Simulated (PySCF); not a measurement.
Compound: C₅H₈F₂S (charge +1 and doublet state).
Cartesian coordinates in Å at the GFN2-xTB level; atoms count from 1:
```xyz
16
C5H8F2S angstrom
C     -1.986    1.545   -0.284
S     -0.215    1.413   -0.066
C      0.061   -0.305    0.087
C     -1.090   -1.241    0.098
C      1.337   -0.762    0.192
C      2.605    0.030    0.153
F      2.408    1.317   -0.214
F      3.467   -0.510   -0.723
H     -2.205    2.605   -0.389
H     -2.308    1.017   -1.180
H     -2.515    1.150    0.582
H     -1.647   -1.191   -0.838
H     -1.782   -1.004    0.906
H     -0.751   -2.265    0.231
H      1.519   -1.826    0.286
H      3.096    0.036    1.149
```

The hyperfine couplings belong to this conformer and change with its torsions.

As a line formula: `C[S+]/C(C)=C\C(F)F` [radical] (charge +1).

Computed with PySCF 2.14.0, UKS B3LYP, pcH-1 on C F H S, non-relativistic, mean-field spin-orbit, GIAO. One conformer (not necessarily the lowest) at the GFN2-xTB geometry, without solvent, vibrations or thermal averaging. The geometry wasn't refined by DFT: couplings that depend on bond lengths, twists or pyramidal angles can differ widely from those at the functional's own minimum, by a factor of two or more for some ions and for spin on atoms past the first row.

Task: Count the α and β electrons and give S(S+1).

Result: 71 electrons with 2S = 1: 36 α and 35 β; S(S+1) = 0.75.

Mulliken spin populations, one withheld:

```csv
atom,bound to,population
C1,"S2, H9, H10, H11",-0.0227
S2,"C1, C3",?
C3,"S2, C4, C5",-0.0887
C4,"C3, H12, H13, H14",+0.0019
C5,"C3, C6, H15",+0.4963
C6,"C5, F7, F8, H16",-0.0283
F7,C6,+0.0047
F8,C6,+0.0088
H9,C1,-0.0004
H10,C1,+0.0228
H11,C1,+0.0249
H12,C4,+0.0013
H13,C4,+0.0032
H14,C4,-0.0009
H15,C5,-0.0198
H16,C6,+0.0221
```

Task: Fill in the missing population.

Result: 1 − (0.4252) gives +0.575, since all populations sum to 2S.

Task: How is the spin shared among the elements?

Result: Sulfur +0.57, carbon +0.36, hydrogen +0.05, fluorine +0.01. The positive populations sum to 1.16, the negative ones to -0.16.

Task: With ⟨S²⟩ = 0.7649, find the sum of squared α–β overlaps and estimate the admixture of higher spin.

Result: For a single determinant ⟨S²⟩ = S(S+1) + Nβ − Σ|⟨iα|jβ⟩|², so the squared overlaps of occupied orbitals sum to 35 − 0.0149 = 34.9851. If the quartet state (S + 1) were the only admixture, its weight would be 0.0149/(2S + 2) = 0.50 %. For Kohn–Sham this describes the determinant of the orbitals, not the true wave function.

Task: What Fermi-contact NMR shifts do the couplings of C1, C3, C5, C6, F7/F8, H9/H10/H11, H12/H13/H14 imply at 200 K (Curie law, g = gₑ)?

Result: δ = a_FC·h·gₑ μB S(S+1)/(3 g_N μN kT), with k/h = 20836.6 MHz/K:

```
     nuclei  isotope  a_FC (MHz)     g_N  contact shift (ppm)
         C1      13C      -10.59  1.4048                -1663
         C3      13C      -24.96  1.4048                -3919
         C5      13C       39.17  1.4048                +6150
         C6      13C      -12.76  1.4048                -2004
      F7/F8      19F       20.34  5.2577                 +853
 H9/H10/H11       1H       42.75  5.5857                +1688
H12/H13/H14       1H        2.53  5.5857                 +100
```

All at the stated temperature. Entries for several nuclei are means.

Class means assume fast exchange of nuclei equivalent by connectivity; if that motion is slow, each nucleus keeps its own coupling. The three 1H nuclei of mean +42.8 MHz run from -0.8 to 67.6 MHz in the frozen geometry. The three 1H nuclei of mean +2.5 MHz run from -1.6 to 6.3 MHz in the frozen geometry. The 19F value of +20.6 MHz is a mean of couplings from -2.1 to 43.2 MHz in this one geometry, not an average over conformers.

The spin density at the nucleus, in bohr⁻³, is negative for C3 (-0.0222), C6 (-0.0114) and C1 (-0.0094), for instance. A restricted open-shell determinant has no negative spin density anywhere; here it arises because α and β orbitals differ (spin polarisation).

The SMILES `C[S+]/C(C)=C\C(F)F` draws the unpaired electron on S2, whose computed spin population is only +0.57.
